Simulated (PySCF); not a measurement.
B2Cl3GeH3.
Atom-mapped SMILES: `[BH2:1][Ge@H:2]([Cl:3])[B:4]([Cl:5])[Cl:6]` (hydrogens: H7, H8 on B1; H9 on Ge2)

Computed by this run: PySCF, PBE0-D3(BJ)/def2-SVP geometry optimisation, gas phase; density fitting, grid level 1; the optimiser is geomeTRIC in internal coordinates, started from a GFN2-xTB structure with every atom displaced at random (about 0.01 Å).

Step 5: E = -95448.9340 eV
```
atom  x, y, z in Å  |  force x, y, z in eV/Å
B1     -1.0515    0.1176    0.2033   -0.004   0.004   0.005
Ge2     0.6915    0.8260   -0.6158   -0.003   0.004   0.005
Cl3     0.5140    0.9163   -2.7932   -0.001  -0.009   0.014
B4      2.2477   -0.4962   -0.2291   -0.067  -0.045  -0.103
Cl5     3.4801   -0.1021    0.9346    0.052   0.007   0.072
Cl6     2.2949   -2.0329   -1.0516    0.022   0.031   0.022
H7     -1.8579   -0.4621   -0.4789    0.000   0.009  -0.002
H8     -1.2434    0.2338    1.3899    0.011  -0.008   0.000
H9      1.0692    2.2493   -0.1648   -0.009   0.007  -0.012
```

Step 6: E = -95448.9371 eV
```
atom  x, y, z in Å  |  force x, y, z in eV/Å
B1     -1.0434    0.1224    0.2124   -0.015   0.012  -0.003
Ge2     0.6907    0.8195   -0.6352   -0.017   0.019   0.020
Cl3     0.5057    0.8902   -2.8131    0.000  -0.015   0.045
B4      2.2458   -0.4944   -0.2234   -0.084  -0.106  -0.210
Cl5     3.4229   -0.1278    1.0030    0.055  -0.009   0.084
Cl6     2.3382   -1.9996   -1.1052    0.049   0.091   0.089
H7     -1.8800   -0.4318   -0.4547    0.007   0.007  -0.002
H8     -1.2006    0.2236    1.4059    0.014  -0.007  -0.006
H9      1.0653    2.2475   -0.1952   -0.011   0.009  -0.017
```

**Question.** Estimate the geometry and energy of step 7. (The exact step hangs on the optimiser's Hessian estimate; all steps are aligned on step 6, rigid shifts and turns removed.)

**Answer.** E = -95448.9350 eV, largest force 0.797 eV/Å
```
atom  x, y, z in Å  |  force x, y, z in eV/Å
B1     -1.0003    0.1624    0.2668   -0.071   0.042  -0.043
Ge2     0.6809    0.7691   -0.7442   -0.104   0.053   0.168
Cl3     0.4426    0.7252   -2.9169    0.015  -0.033   0.175
B4      2.2302   -0.4934   -0.2016   -0.006  -0.243  -0.759
Cl5     3.0229   -0.3388    1.3328    0.055  -0.066   0.102
Cl6     2.6816   -1.7401   -1.3590    0.049   0.217   0.440
H7     -2.0002   -0.2193   -0.2887    0.039  -0.009  -0.008
H8     -0.9567    0.1636    1.4756    0.021   0.013  -0.036
H9      1.0436    2.2208   -0.3702    0.001   0.025  -0.039
```

The energy changes by +0.0020 eV. The first-order estimate −F·Δx gives -0.0232 eV and the mean of the old and new forces, exact on a quadratic surface, +0.0218 eV. The step makes an angle of 85° with the force vector and moves no atom by more than 0.560 Å. The energy falls at the start of this step and ends higher, so the step passed the lowest point of its straight line.

What follows is the cost of the whole optimisation. The run took 2.5 min wall on one thread of an Arm Neoverse V1, no GPU (shared host), and the process peaked at 0.55 GiB of memory.
